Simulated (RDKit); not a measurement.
Input for RDKit: UFF on CH4 (SMILES C).

```python
from rdkit import Chem
from rdkit.Chem import AllChem, rdDetermineBonds

blocks = [
'''5

C    -0.14059142   -0.06242755   -0.12195130
H    -0.96647892    0.43361270    0.38685672
H    -0.24617754    0.07718293   -1.19688446
H     0.80507662    0.36940948    0.20418357
H    -0.15605080   -1.12819370    0.10400600
''',
]
mol = None
for b in blocks:
    f = Chem.MolFromXYZBlock(b)
    rdDetermineBonds.DetermineBonds(f, charge=0)
    mol = f if mol is None else Chem.CombineMols(mol, f)
Chem.SanitizeMol(mol)
print(Chem.MolToSmiles(Chem.RemoveHs(mol)))
ff = AllChem.UFFGetMoleculeForceField(mol, vdwThresh=100.0, ignoreInterfragInteractions=False)
e = ff.CalcEnergy()
print(f'UFF energy {e:.6f} kcal/mol')
```

It printed:

```
C
UFF energy 0.533243 kcal/mol
```

The run finished.

Cost: about 0.05 core-seconds (a rough figure).
